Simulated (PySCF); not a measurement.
A structure optimised at B3LYP-D3(BJ)/def2-SVP, used in a PySCF frequency run:

```xyz
7

W     -0.1762     0.0379     0.0000
N     -0.4528     1.7293     0.0000
H     -0.6171     2.7314     0.0000
F     -0.1428    -0.4138    -1.8195
F     -1.8639    -0.7875     0.0000
F     -0.1428    -0.4138     1.8195
Cl     2.1275    -0.1828     0.0000
```
Charge 0, spin multiplicity 1.

Question: Write its SMILES, formula and point group.

Answer: [NH]=[W]([F])([F])([F])[Cl], ClF3HNW, Cs

Question: What are its rotational constants (standard atomic weights)?

Answer: 2.5934, 1.6557, 1.3962 GHz
